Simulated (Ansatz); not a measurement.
Single points on Al₃Ni⁻.

```yaml
crystal:
  periodic: [false, false, false]
  atoms:
    - {symbol: Ni, position_ang: [-0.750501, 0.730106, -0.587586]}
    - {symbol: Al, position_ang: [1.445461, 0.444486, -0.477677]}
    - {symbol: Al, position_ang: [-0.285328, 0.284218, 1.533928]}
    - {symbol: Al, position_ang: [-0.409632, -1.458820, -0.468666]}
basis:
  gaussian: {orbitals: def2-TZVP, initial_orbitals: start.molden}
total_charge: -1
hamiltonian: {xc: {name: LC-wPBE, parameters: {omega: 0.2/bohr}}}
scf: {omitted_lower_state_checks: [starts]}
output: {orbitals: {seedname: orbitals}}
```

The file start.molden holds the orbitals of an earlier run on this structure, at another level or in another basis.

```sh
$ ansatz run in.yaml --threads 2 --pin off --events-out ev --progress --plain --max-ram 4352MiB
```

It prints (some lines left out):

```
Functional definition: LC-wPBE
1224 factors; their error is unknown
164 factors; integrals over basis functions are off by at most 3.3e-6 eV
mean field evaluation 1: about -60821.9706 eV, gradient 1.4e1 eV
mean field evaluation 2: about -60822.1974 eV, gradient 4.0e-1 eV
mean field evaluation 4: about -60822.1721 eV, gradient 3.9e-2 eV
mean field -60822.17212254 eV, -2235.1735987543 hartree, gradient 5.1e-5 eV, S^2 0.000000; 0 other end points of the search recorded, 0 dependent functions left out
reference -60822.17212255 eV, -2235.1735987547 hartree; 34, 34 occupied and 122, 122 virtual orbitals, 1224 factors
Total energy: -60822.17212255 eV, -2235.1735987547 hartree
Checks for a lower state left out: starts
```

Hardware: 2 threads of Arm Neoverse V2 on a shared host. Wall time 3.8 s.

First input, but with `hamiltonian: {xc: {name: LC-wPBE, parameters: {omega: 0.15/bohr}}}` (abridged; 3.6 s):

```
Functional definition: LC-wPBE
mean field -60822.23906469 eV, -2235.1760588329 hartree, gradient 6.2e-5 eV, S^2 0.000000
Total energy: -60822.23906471 eV, -2235.1760588337 hartree
Checks for a lower state left out: starts
```

As the first input, with `hamiltonian: {xc: {name: LC-wPBE, parameters: {omega: 0.3/bohr}}}` (abridged; 4.2 s):

```
Functional definition: LC-wPBE
mean field -60822.03501179 eV, -2235.1685600274 hartree, gradient 2.8e-5 eV, S^2 0.000000
Total energy: -60822.03501180 eV, -2235.1685600276 hartree
Checks for a lower state left out: starts
```

First input, but with `gaussian: {orbitals: def2-TZVPD, initial_orbitals: start.molden}`, `hamiltonian: {xc: pbe0, dispersion: d4}` (abridged; 6.5 s):

```
Functional definition: PBE0
mean field -60820.12261545 eV, -2235.0982807579 hartree, gradient 1.1e-5 eV, S^2 0.000000
Total energy: -60820.25172827 eV, -2235.1030255665 hartree
Checks for a lower state left out: starts
```

First input, but with `gaussian: {orbitals: def2-TZVPD, initial_orbitals: start.molden}`, `hamiltonian: {xc: pbe, dispersion: d4}` (abridged; 3.8 s):

```
Functional definition: PBE
mean field -60820.09251062 eV, -2235.0971744258 hartree, gradient 8.8e-6 eV, S^2 0.000000
Total energy: -60820.24553454 eV, -2235.1027979514 hartree
Checks for a lower state left out: starts
```

First input, but with `gaussian: {orbitals: def2-TZVPD, initial_orbitals: start.molden}`, `hamiltonian: {xc: r2scan, dispersion: d4}` (abridged; 9 s):

```
Functional definition: r2SCAN
mean field -60834.12571730 eV, -2235.6128852595 hartree, gradient 2.2e-5 eV, S^2 0.000000
Total energy: -60834.15151549 eV, -2235.6138333253 hartree
Checks for a lower state left out: starts
```

As the first input, with `hamiltonian: {xc: {name: LC-wPBE, parameters: {omega: 0.1/bohr}}}` (abridged; 4.2 s):

```
Functional definition: LC-wPBE
mean field -60822.23448315 eV, -2235.1758904644 hartree, gradient 2.3e-5 eV, S^2 0.000000
Total energy: -60822.23448320 eV, -2235.1758904662 hartree
Checks for a lower state left out: starts
```

Geometry: r2SCAN-D4/def2-SVP, that of the neutral doublet.

A triplet lies near this restricted singlet, and broken spin symmetry wasn't tried. At PBE-D4/def2-TZVPD, r2SCAN-D4/def2-TZVPD the highest occupied level of the charge -1 singlet lies above zero (up to 0.54 eV). By energy differences its removal costs 1.36 eV (vertical, to the charge 0 doublet, at PBE-D4/def2-TZVPD); a positive level beside a positive removal energy at the same level points to self-interaction error. The structure comes from a short search, and lower isomers may exist.
